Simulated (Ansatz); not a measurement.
GaBr3, relaxed as a singlet with RKS PBE-D4/def2-SVP in Ansatz, starting from the GFN2-xTB geometry. Force threshold 0.02 eV/Å.

Start:

Cartesian coordinates in Å:
```
Ga 0.000 0.001 0.000
Br 0.045 -1.969 1.177
Br -1.988 0.808 -0.807
Br 1.944 1.160 -0.370
```

Question: Estimate the energy that the relaxation releases and the steps that it takes.

Answer: 0.2 kJ/mol, in 2 steps; 2.6 s on 2 threads of AMD EPYC 7R13 on a shared host. No frequencies were taken in this run, so the end may be a saddle point.

Question: Does the start keep its bonding and symmetry?

Answer: By distances, no bond broke or formed. The bond that changes most is Ga1–Br2, from 2.29 to 2.28 Å (atoms count from 1). Point group D3h at the start, D3h at the end, both within 0.05 Å.

Question: Predict the relaxed structure.

Answer: 
```tsv
atom	x (Å)	y (Å)	z (Å)
Ga1	0.000	0.000	0.000
Br2	0.045	-1.960	1.172
Br3	-1.981	0.805	-0.804
Br4	1.936	1.155	-0.368
```
Bond lengths: 3 × Br–Ga 2.28 Å.
